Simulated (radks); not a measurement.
Values are calculated unless marked as measured or tabulated.
Q: The mean radii <r> (bohr) of the occupied orbitals of an atom or ion are listed with their occupations. Code: a radial shooting solver on a logarithmic mesh with Libxc functionals. Model: scalar-relativistic Kohn-Sham, exchange-only LDA, spin-polarised, spherical densities, point nucleus.

orbital  occ.      <r>
1s up       1  0.05222
1s down     1  0.05222
2s up       1   0.2358
2s down     1   0.2353
2p up       3   0.2068
2p down     3   0.2063
3s up       1   0.6747
3s down     1   0.6783
3p up       3   0.6876
3p down     3   0.6927
3d up       4   0.6943

Name the element and its charge. Open shells, if any, are filled with parallel spins first.

A: Z = 29, copper, charge +7: Cu7+ in [Ar] 3d4. The 1s radius gives Z: for a bare nucleus <r> = (2 gamma + 1)/(2Z) with gamma = sqrt(1 - (Z/c)^2), 0.05094 bohr for Z = 29, and screening makes it slightly larger (0.05222 here). The occupations add up to 22, and the charge is Z minus that.
